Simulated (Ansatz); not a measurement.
Relaxation of C₂H₄GaN (8 atoms, charge 0, multiplicity 1), to a largest force component of 0.02 eV/Å in at most 50 steps.

Level of theory: RKS PBE-D4/def2-SVP in Ansatz 0.2.0.

```xyz
8
Properties=species:S:1:pos:R:3
C -0.074 0.392 -0.977
N 0.818 1.215 -0.618
Ga 0.830 0.365 1.166
C -0.582 -0.648 -0.012
H 1.003 1.821 -1.443
H 1.536 0.454 2.628
H -0.396 -1.665 -0.372
H -1.658 -0.550 0.170
```

**Question.** Where does it end, and by what steps?

**Answer.** The forces met the threshold. After 13 steps the energy has fallen by 0.950 eV; H6 moved furthest, 0.60 Å.

```csv
step,energy less start (eV),largest force component (eV/Å),accepted
0,0.0000,3.602,yes
1,-0.6219,0.935,yes
2,-0.7146,0.682,yes
3,-0.7412,0.158,yes
4,-0.7704,0.468,yes
5,-0.7493,1.961,no
6,-0.8244,0.533,yes
7,-0.8806,0.655,yes
8,-0.9172,0.871,yes
9,-0.9078,0.392,no
10,-0.9472,0.121,yes
11,-0.9490,0.042,yes
12,-0.9494,0.027,yes
13,-0.9495,0.015,yes
```

```xyz
8
Properties=species:S:1:pos:R:3
C -0.326 0.584 -0.823
N 0.889 1.015 -0.675
Ga 1.083 -0.034 1.070
C -0.607 -0.614 -0.027
H 1.261 1.779 -1.255
H 1.171 0.875 2.409
H -0.401 -1.522 -0.628
H -1.592 -0.697 0.471
```

Whether the end is a true minimum wasn't checked by a vibrational analysis.

The run took 24 s on 2 threads of Arm Neoverse V1, on a shared host, peak memory 0.13 GiB.
